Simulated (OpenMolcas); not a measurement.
## N I: CASPT2 settings compared

```
Program             : OpenMolcas 26.06
Basis               : ANO-R1 [3s2p1d]
Scalar Hamiltonian  : X2C, finite nucleus
Active space        : 5 electrons in 4 orbitals (2s 2p)
State averaging     : 2S+1 = 4 odd, 1 root; 2S+1 = 2 odd, 8 roots; 2S+1 = 4 even, 3 roots (0 in the spin-orbit step)
Spin-orbit coupling : RASSI with atomic mean-field integrals over the reference wave functions, term energies averaged over their components
```

Methods on the same reference wave functions:
A. CASSCF
B. SS-CASPT2, IPEA 0.6 Eh, sigma1 regulariser 0.15 Eh (closed shells correlated: 1s)
C. XMS-CASPT2, IPEA 0.6 Eh, no level shift (closed shells correlated: 1s)
D. XMS-CASPT2, IPEA 0.4 Eh, imaginary shift 0.1 Eh (closed shells correlated: 1s)

Energies in eV above 2s² 2p³ ⁴S°_3/2, the measured ground level; measured values from NIST Handbook of Basic Atomic Spectroscopic Data.

```
          Level       A       B       C       D  Measured
2s² 2p³ ⁴S°_3/2  0.0000  0.0000  0.0000  0.0000    0.0000
2s² 2p³ ²D°_3/2  2.8704   2.609   2.604   2.625    2.3846
2s² 2p³ ²D°_5/2  2.8705   2.609   2.604   2.625    2.3835
2s² 2p³ ²P°_3/2  3.7737   3.767   3.741   3.772    3.5756
2s² 2p³ ²P°_1/2  3.7740   3.767   3.741   3.773    3.5756
```

Deviations, from unrounded energies. A percentage is the sum of absolute deviations over the sum of measured energies, with the sign that they share, or ± where signs differ.

| Against measurement | Levels | A | B | C | D |
| --- | --- | --- | --- | --- | --- |
| mean absolute deviation (cm-1) | 4 | 2800 | 1700 | 1600 | 1800 |
| other terms of the ground configuration (%) | 4 | +11.5 | +7.0 | +6.5 | +7.3 |

C lies closest to measurement on these levels and A furthest from it. The largest miss of C in the table is 2s² 2p³ ²D°_5/2, by +1800 cm-1. The ranking rests on the paired levels alone, and a cruder setting can come out closer through cancelling errors.

Among B to D the level of the table that moves most is 2s² 2p³ ²P°_1/2, by 250 cm-1 (lowest in C, highest in D). Moves below CASPT2's spread within the term are not significant.

The mean deviations of B to D differ by less than CASPT2's widest spread within a term (860 cm-1), so their order carries little weight.

From A to B the spin-free energies of the other terms of 2s² 2p³ shown, above ⁴S°, scale by factors of 0.91 to 1.00.

The lowest spin-free term lies below A's lowest term by 0.066 hartree in B, 0.066 hartree in C, 0.070 hartree in D.

Term energies are means over components that CASPT2 splits; among the terms shown or strongly mixed into the levels shown the widest spread is 860 cm-1 (2s² 2p³ ²D°, D). Without dynamic correlation excited terms often stand tens of per cent too high (terms of higher spin than the ground term too low), and those without a measured partner can miss by more than the paired ones (holds for A). Computed and measured levels are paired by configuration, term and J; levels that our copy of the source lacks, or whose pairing is in doubt (as where it misses far off the trend of its configuration), stay unpaired and out of the deviations. Levels of configurations outside the active space are missing.

° marks odd parity.
